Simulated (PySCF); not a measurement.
Compound: C3H3BN2O2.
Structure used (PBE0-D3(BJ)/def2-SVP), in Å, numbered top down from 1:
```
atom  x, y, z in Å
N1     2.137   -0.018    2.268
C2     1.748    0.024    1.180
C3     1.246    0.082   -0.196
O4     0.143   -0.765   -0.372
B5    -1.151   -0.350   -0.336
O6    -2.157   -1.229   -0.432
C7    -1.483    1.168   -0.208
N8    -1.661    2.309   -0.113
H9     1.006    1.133   -0.435
H10    2.049   -0.245   -0.875
H11   -1.849   -2.141   -0.498
```

Computed with PySCF, PBE0-D3(BJ)/def2-SVP geometry optimisation, gas phase.

Take the most abundant isotopes and a rigid rotor. The values belong to one conformer with, in the numbering `[N:1]#[C:2][CH2:3][O:4][B:5]([OH:6])[C:7]#[N:8]`, C2–C3–O4–B5 98°, C3–O4–B5–O6 -176°, O4–B5–O6–H 2°.

(1) Give the principal moments of inertia and the rotational constants in GHz.

(2) What kind of rotor is it?

(3) Is it planar, by Δ = Ic − Ia − Ib?

(4) Predict some low-J microwave lines.

(5) Estimate the classical rotational partition function at 25 K, 298.15 K and 500 K.

Answers

(1) Ia = 166.85, Ib = 371.58, Ic = 468.70 u·Å²; 505379 MHz·u·Å²/I gives 3029, 1360 and 1078 MHz, that is A = 3.0289, B = 1.3601, C = 1.0782 GHz.

(2) An asymmetric top: κ = (2 × 1360 − 3029 − 1078)/(3029 − 1078) = -0.71.

(3) Not planar: Δ = Ic − Ia − Ib = -69.73 u·Å². For a rigid frame Δ = −2 Σ m c², so Σ m c² = 34.86 u·Å² lies off the ab plane: 5.25 from hydrogen and 29.62 from heavier atoms. The atom farthest from that plane is 1.86 Å away.

(4) The dipole components are |μa| = 0.41 D, |μb| = 3.50 D, |μc| = 2.77 D. Intensities carry the squares of the components, which stand as 0.01 : 1.00 : 0.63 (a : b : c). Some of the stronger lines:

```json
{"type": "b", "branch": "R", "J(Ka,Kc)": "2(0,2) ← 1(1,1)", "MHz": "3175", "lower level (cm⁻¹)": "0.137"}
{"type": "b", "branch": "Q", "J(Ka,Kc)": "4(2,2) ← 4(1,3)", "MHz": "4554", "lower level (cm⁻¹)": "0.918"}
{"type": "c", "branch": "Q", "J(Ka,Kc)": "3(2,2) ← 3(1,2)", "MHz": "4605", "lower level (cm⁻¹)": "0.576"}
{"type": "b", "branch": "R", "J(Ka,Kc)": "4(1,3) ← 3(2,2)", "MHz": "5638", "lower level (cm⁻¹)": "0.729"}
{"type": "b", "branch": "Q", "J(Ka,Kc)": "3(2,2) ← 3(1,3)", "MHz": "6294", "lower level (cm⁻¹)": "0.520"}
{"type": "c", "branch": "Q", "J(Ka,Kc)": "5(3,3) ← 5(2,3)", "MHz": "8297", "lower level (cm⁻¹)": "1.492"}
{"type": "b", "branch": "R", "J(Ka,Kc)": "5(1,4) ← 4(2,3)", "MHz": "8637", "lower level (cm⁻¹)": "1.054"}
{"type": "b", "branch": "Q", "J(Ka,Kc)": "3(3,0) ← 3(2,1)", "MHz": "8909", "lower level (cm⁻¹)": "0.735"}
{"type": "b", "branch": "Q", "J(Ka,Kc)": "3(3,1) ← 3(2,2)", "MHz": "9068", "lower level (cm⁻¹)": "0.729"}
{"type": "b", "branch": "Q", "J(Ka,Kc)": "4(3,2) ← 4(2,3)", "MHz": "9153", "lower level (cm⁻¹)": "1.054"}
{"type": "b", "branch": "R", "J(Ka,Kc)": "4(1,4) ← 3(0,3)", "MHz": "10237", "lower level (cm⁻¹)": "0.483"}
{"type": "b", "branch": "R", "J(Ka,Kc)": "5(1,5) ← 4(0,4)", "MHz": "12154", "lower level (cm⁻¹)": "0.798"}
{"type": "c", "branch": "R", "J(Ka,Kc)": "5(1,4) ← 4(0,4)", "MHz": "16316", "lower level (cm⁻¹)": "0.798"}
{"type": "c", "branch": "R", "J(Ka,Kc)": "5(2,4) ← 4(1,4)", "MHz": "19010", "lower level (cm⁻¹)": "0.824"}
{"type": "b", "branch": "R", "J(Ka,Kc)": "5(3,3) ← 4(2,2)", "MHz": "20969", "lower level (cm⁻¹)": "1.069"}
{"type": "c", "branch": "R", "J(Ka,Kc)": "4(4,0) ← 3(3,0)", "MHz": "22425", "lower level (cm⁻¹)": "1.032"}
{"type": "b", "branch": "R", "J(Ka,Kc)": "4(4,0) ← 3(3,1)", "MHz": "22428", "lower level (cm⁻¹)": "1.032"}
{"type": "b", "branch": "R", "J(Ka,Kc)": "5(4,2) ← 4(3,1)", "MHz": "24863", "lower level (cm⁻¹)": "1.360"}
{"type": "c", "branch": "R", "J(Ka,Kc)": "5(4,1) ← 4(3,1)", "MHz": "24864", "lower level (cm⁻¹)": "1.360"}
{"type": "b", "branch": "R", "J(Ka,Kc)": "5(4,1) ← 4(3,2)", "MHz": "24881", "lower level (cm⁻¹)": "1.359"}
{"type": "c", "branch": "R", "J(Ka,Kc)": "5(5,0) ← 4(4,0)", "MHz": "28484", "lower level (cm⁻¹)": "1.780"}
```

(5) Point group C1, symmetry number σ = 1; q = (√π/σ)·√((kT/h)³/(ABC)), k/h = 20836.6 MHz/K: 10000 at 25 K, 412000 at 298.15 K, 894000 at 500 K.

Not checked by PBE0-D3(BJ)/def2-SVP frequencies. Zero-point vibration and centrifugal distortion are left out. Quadrupole hyperfine structure (11B, 14N) is left out.
